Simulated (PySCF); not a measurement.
# How methods differ on the ionisation energy of Mn

Mn [Ar] 3d5 4s2 (6S) → Mn⁺ [Ar] 3d5 4s1 (7S), as a difference of total energies. Calculation: PySCF 2.14, in Sapporo-DKH3-DZP-2012; scalar relativity by spin-free X2C-1e. Correlated levels: valence: [Ar] frozen. The calculations carry no spin-orbit coupling.

```
           method  ionisation energy (eV)
              UHF                   6.051
             MN15                   7.513
            B3LYP                   7.645
    MP2 (valence)                   6.944
SCS-MP2 (valence)                   7.127
```

Errors of the correlated levels include the incompleteness of this basis and the frozen core.

MP2 underrates the near-degeneracy of ns² with np² in the lower species.

Task: Which method comes closest to the reference value, and which is furthest?

Result: The reference is 7.434 eV (measured; NIST Atomic Spectra Database, ionization energies). Closest: MN15 (error 0.079 eV); furthest: UHF (error -1.383 eV).
